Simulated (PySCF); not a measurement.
C2H10O2Si2, SMILES CO[Si@@H](O)C[SiH3]. Geometry optimised at PBE-D3(BJ)/def2-SVP. The structure was generated by enumeration; whether it is a known compound was not checked. The values are those of a single conformer.

Q: Give the equilibrium geometry at PBE-D3(BJ)/def2-SVP (PySCF confirms it by a frequency run) as Cartesian coordinates in Å. (Estimate from the structure and the level; the computed values follow.)

A: This is not unique; one that fits is 
```xyz
16

C      2.2277    -0.4183     1.4969
O      0.9402    -0.0257     1.0601
Si     0.6362     0.6313    -0.4568
O      1.0823    -0.4134    -1.6952
C     -1.2092     0.9507    -0.4305
Si    -2.1886    -0.5455     0.1986
H      2.9305     0.4452     1.5529
H      2.6810    -1.1827     0.8260
H      2.1416    -0.8553     2.5129
H      1.4864     1.8431    -0.6943
H      0.5632    -1.2373    -1.7277
H     -1.4343     1.8250     0.2169
H     -1.5442     1.2058    -1.4582
H     -2.0848    -0.6882     1.6886
H     -3.6436    -0.4359    -0.1769
H     -1.6530    -1.8034    -0.4434
```
Charge 0, spin multiplicity 1.
